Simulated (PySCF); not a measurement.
# Reading the logs of faulty runs: BCH4NSi

All numbers below are calculated, not measured. The program is PySCF 2.14.0, an open-source quantum chemistry code, run on an isolated molecule that a program drew, which may never have been made. The molecule is BCH4NSi (charge 0, singlet), drawn as the SMILES string `B=N[Si]C`.

Each row is a Hartree-Fock (HF) and frozen-core CCSD(T) single point in the cc-pV(D+d)Z basis, meant for a local HF minimum. Run 1 is clean. Each other run has one planted mistake out of seven kinds, and not every kind appears here: one electron removed, one electron added, multiplicity raised by two, geometry at a saddle point, minimal basis STO-3G, one bond length entered in bohr, all coordinates scaled. The reference is restricted for singlets and unrestricted otherwise, and also for a bond in bohr. Adding or removing an electron swaps singlet and doublet. Electrons count all cores. HOMO and LUMO are orbital energies over both spins, the gradient is its largest component, and the lowest frequency (negative if imaginary) is given only where the gradient is small. Bond lengths are over the 7 bonds as drawn. T1 is the CCSD diagnostic: over 0.02 (restricted) or 0.045 (unrestricted) a single reference is doubtful.

Geometry of the clean run:
```xyz
8
BCH4NSi, angstrom
B    -1.0775   -1.7793   -1.8891
N    -0.4591   -1.2798   -0.9273
Si    0.4013   -0.8271    0.4958
C     0.5735    1.0451    0.1766
H    -1.6588   -2.2428   -2.7952
H     1.1079    1.5571    0.9813
H    -0.4189    1.5001    0.0689
H     1.1077    1.2182   -0.7658
```

```
run,electrons,basis functions,<S^2>,HOMO (eV),LUMO (eV),gradient (hartree/bohr),lowest frequency (cm^-1),mean bond (Å),longest bond (Å),T1,HF (hartree),CCSD(T) (hartree),mistake
1,36,85,0.000,-8.12,1.40,2.0e-05,94,1.3340,1.907,0.0158,-408.27232,-408.79385,no fault
2,36,28,0.000,-5.85,5.86,6.0e-02,-,1.3340,1.907,0.0168,-403.45205,-403.70083,minimal basis STO-3G
3,35,85,0.770,-16.16,-6.01,7.6e-02,-,1.3340,1.907,0.0194,-408.01397,-408.49996,one electron removed
4,36,85,0.000,-8.28,1.21,4.1e-02,-,1.3873,1.983,0.0171,-408.25998,-408.79094,all coordinates scaled
5,36,85,2.016,-6.86,0.74,2.5e-02,-,1.3340,1.907,0.0196,-408.23249,-408.73238,multiplicity raised by two
6,37,85,0.822,-0.18,8.20,4.0e-02,-,1.3340,1.907,0.0224,-408.24887,-408.78670,?
```

**Which mistake was planted in run 6, and what did it cost?**

It counts 37 electrons, one more than the clean run, at the same geometry and basis. So the mistake is: one electron added. Subtracting run 1 and multiplying by 627.51 kcal/mol a hartree, the energy moved by 14.7 kcal/mol in HF and 4.5 kcal/mol in CCSD(T).

Cautions from the logs. Run 6: the added electron raises the CCSD(T) energy, so it isn't bound in this basis.
